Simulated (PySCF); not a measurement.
boric acid (H₃BO₃), singlet, geometry from GFN2-xTB. Base run: DF-HF/6-31G* (PySCF).

The PySCF input:
```python
from pyscf import gto, scf

mol = gto.Mole()
mol.atom = '''
    O    -1.14257544   -0.76938954   -0.03182750
    B    -0.00770897   -0.03931797   -0.00346985
    O    -0.11414081    1.32224772    0.13027114
    O     1.17041255   -0.70476858   -0.10979414
    H    -1.93446708   -0.23864193    0.04760011
    H     0.69661442    1.82756308    0.14897985
    H     1.96682712   -0.17704808   -0.08842676
'''
mol.basis = '6-31g*'
mol.verbose = 4
mol.build()

mf = scf.RHF(mol)
mf = mf.density_fit(auxbasis='def2-universal-jkfit')
mf.kernel()
mf.analyze()
```

Each row names what was changed in the base input (with any setting that the change needs).

```
change                 basis functions      E (Eh)  HOMO (eV)  HOMO-LUMO gap (eV)  dipole (D)
---------------------  ---------------  ----------  ---------  ------------------  ----------
base                                62  -251.16895     -13.39               18.48        3.33
basis = 3-21G                       42  -249.79409     -13.05               19.08        3.86
basis = def2-SV(P)                  62           …          …                   …           …
basis = def2-SVP                    71  -250.99540     -13.49               17.56        3.29
basis = 6-31G**                     71           …          …               18.48           …
basis = pc-1                        71           …     -13.68                   …           …
basis = 6-311++G**                 109  -251.26762     -13.70               14.59        3.29
basis = def2-SVPD                  113  -251.01745     -13.79               15.13        3.12
basis = aug-cc-pVDZ                119  -251.22980     -13.67               14.36        3.05
basis = aug-pcseg-1                119  -251.14101     -13.74               14.30        3.03
basis = 6-311+G(2d,p)              126  -251.27840     -13.71               14.85        3.15
basis = def2-TZVP                  142  -251.30195     -13.68               16.44        3.15
basis = pc-2                         …           …     -13.71                   …           …
```

**Question.** Complete the blanks.

**Answer.** 
- basis = def2-SV(P), E (Eh): -250.95978
- basis = def2-SV(P), HOMO (eV): -13.55
- basis = def2-SV(P), HOMO-LUMO gap (eV): 17.54
- basis = def2-SV(P), dipole (D): 3.42
- basis = 6-31G**, E (Eh): -251.19133
- basis = 6-31G**, HOMO (eV): -13.37
- basis = 6-31G**, dipole (D): 3.30
- basis = pc-1, E (Eh): -251.12377
- basis = pc-1, HOMO-LUMO gap (eV): 17.21
- basis = pc-1, dipole (D): 3.34
- basis = pc-2, basis functions: 162
- basis = pc-2, E (Eh): -251.30087
- basis = pc-2, HOMO-LUMO gap (eV): 15.88
- basis = pc-2, dipole (D): 3.14

Totals compare only among sets that treat the same electrons; sets with core potentials leave the core out.
